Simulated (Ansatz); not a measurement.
Ideal-gas functions of C₃H₃BrS (`C=C=C(S)Br`) at 500 K and 1 bar, from an Ansatz frequency run at PBE0-D4/def2-TZVP.

Molar mass 151.03 g/mol, point group Cs (symmetry number 1), electronic degeneracy 1, moments of inertia 176.35, 271.503, 444.383 u Å². Harmonic wavenumbers (cm⁻¹, unscaled): 137, 192, 200, 213, 435, 454, 528, 594, 822, 917, 959, 1013, 1243, 1470, 2071, 2700, 3126, 3202.

Use S(trans) = R[1.5 ln M + 2.5 ln T − 1.1517]; rotational temperatures θ = 24.2544 K / I; S(rot) = R[ln(√π/σ · √(T³/θAθBθC)) + 1.5]; for each mode x = 1.438777 ν̃/T, S = R[x/(eˣ − 1) − ln(1 − e⁻ˣ)] and H = RT x/(eˣ − 1); 1 cm⁻¹ = 0.0119627 kJ/mol; R = 8.31446 J/(mol·K).

Question: By hand: the entropy, in J/(mol·K).

Answer: Translation 182.2. Rotation: θ = 0.1375, 0.0893, 0.0546 K, giving 125.1. Vibration, mode by mode: 16.11, 13.35, 13.02, 12.51, 6.97, 6.66, 5.59, 4.80, 2.86, 2.30, 2.09, 1.85, 1.09, 0.64, 0.15, 0.03, 0.01, 0.01, in all 90.1. Electronic 0.0. Sum 397.4 J/(mol·K).

Question: By hand: H − E and G − E in kJ/mol, counted from the electronic energy.

Answer: Zero-point energy ½ × 20276 × 0.0119627 = 121.3; thermal vibration 24.1; translation, rotation and pV give 4 RT = 16.6. H − E = 162.0 kJ/mol, and G − E = 162.0 − 500 × 397.4/1000 = -36.7 kJ/mol.

Vibration gives 23 % of the entropy, 16.1 J/(mol·K) of it from the mode under 150 cm⁻¹: soft modes count most, and the harmonic formula is weakest for them. The sum counts one conformer and one mirror image; others add a mixing term.
